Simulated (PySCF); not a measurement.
A structure optimised at PBE0-D3(BJ)/def2-SVP, used in a PySCF frequency run:

```xyz
10

C      1.7499    -1.3589     0.3687
Si     0.2261    -0.5854    -0.3470
N     -0.8683    -1.7683    -0.9209
Cl     0.6842     0.6163    -1.9624
Br    -0.6462     0.7658     1.2203
H      1.4908    -1.9896     1.2332
H      2.2475    -1.9804    -0.3907
H      2.4477    -0.5812     0.7109
H     -1.1443    -2.5239    -0.3020
H     -1.6427    -1.4792    -1.5093
```
Charge 0, spin multiplicity 1.

Question: Write its SMILES and formula.

Answer: C[Si](N)(Cl)Br, CH5BrClNSi

Question: What are its rotational constants (standard atomic weights)?

Answer: 2.4591, 1.2264, 1.0772 GHz
